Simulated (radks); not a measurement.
Q: The antimony anion Sb3-, [Xe], held by a Watson sphere: a shell of charge +3.32 at radius R that stands for the Madelung well of a crystal (potential energy -3.32/R inside, -3.32/r outside, in hartree with lengths in bohr). All-electron calculation, scalar-relativistic Kohn-Sham, r2SCAN, spin-polarised, spherical densities, finite nucleus; meta-GGA in the generalised Kohn-Sham scheme; Fermi nuclear charge, rms radius of each element as measured or else 0.836 A^(1/3) + 0.57 fm. Program: a radial shooting solver on a logarithmic mesh with Libxc functionals.

R (bohr)  e(4d) (eV)  e(5s) (eV)  e(5p) (eV)  <r> 5p (bohr)  sum of <r^2> (bohr^2)  X-ray form factor at sin(theta)/lambda = 0.2 1/angstrom
2.43         -36.973     -18.535     -10.038          2.659                  80.76                                                   41.007
4.13         -33.285     -13.499      -6.599          3.324                  111.5                                                   40.721
4.36         -33.048     -13.074      -6.217          3.408                  115.9                                                   40.737
5.18         -32.363     -11.903      -5.065          3.698                  132.2                                                   40.806
5.56         -32.111     -11.505      -4.632          3.828                  140.2                                                   40.833
5.79         -31.976     -11.298      -4.397          3.905                  145.2                                                   40.846

Estimate the row for R = 5.92 bohr.

A: e(4d) (eV) -31.904; e(5s) (eV) -11.191; e(5p) (eV) -4.272; <r> 5p (bohr) 3.948; sum of <r^2> (bohr^2) 148.0; X-ray form factor at sin(theta)/lambda = 0.2 1/angstrom 40.852.
